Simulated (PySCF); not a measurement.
C3H8O2Si, SMILES C=C[Si@@H](O)OC.

Coordinates come from a PBE0-D3(BJ)/def2-SVP optimisation. The structure was generated by enumeration; whether it is a known compound was not checked. One conformer was computed; it need not be the lowest.

All values below come from CAM-B3LYP/def2-TZVP run with PySCF.

```yaml
total_energy: -559.15412 hartree
highest_occupied_level: -9.31 eV
lowest_empty_level: 0.51 eV
orbital_gap: 9.83 eV
dipole_moment: 1.15 D
quadrupole, principal values (traceless, Buckingham form, about the centre of nuclear charge): -6.94, 0.29, 6.64 D·Å
mean_static_polarisability: 66.2 bohr³ (9.81 Å³)
polarisability_principal_values: 53.6, 67.4, 77.7 bohr³
```
